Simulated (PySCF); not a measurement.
Si(F)(Me) (CH₃FSi), SMILES C[Si]F (connectivity only; charge and spin as stated), neutral, multiplicity 1. Atoms are numbered in the order given.

```xyz
6

Si    -0.6466     0.1954     0.0000
F      0.6062     1.2227     0.0000
C      0.3261    -1.4203     0.0000
H     -0.3198    -2.3010     0.0000
H      0.9799    -1.4588    -0.8801
H      0.9799    -1.4588     0.8801
```

The structure is a stationary point at PBE0-D3(BJ)/def2-TZVP.

Vertical ionisation energy (IE) and electron affinity (EA) in eV. Rows of orbital energies are one-electron estimates. Where ΔSCF, EOM or ADC give a negative EA the extra electron is unbound and the value depends on the basis.

```json
[
 {"level": "−ε(HOMO), −ε(LUMO), ωB97X/def2-TZVPD (PySCF)", "IE": "[?]", "EA": "[?]"},
 {"level": "ADC(2)/aug-cc-pVDZ (PySCF)", "IE": "8.67", "EA": "0.18"}
]
```

**Question.** What belongs in the gaps? (The exact figures need the calculation; the answer reports its results.)

**Answer.** 
- −ε(HOMO), −ε(LUMO), ωB97X/def2-TZVPD (PySCF), IE: 8.95
- −ε(HOMO), −ε(LUMO), ωB97X/def2-TZVPD (PySCF), EA: 0.06

**Question.** Beyond the first one, list the lowest photoelectron lines from ADC(2)/aug-cc-pVDZ run with PySCF with their pole strengths (two spins summed). (The exact figures need the calculation; the answer reports its results.)

**Answer.** 12.73 eV (1.77), 13.60 eV (1.75), 13.74 eV (1.75), 14.37 eV (1.77), 14.46 eV (1.77).
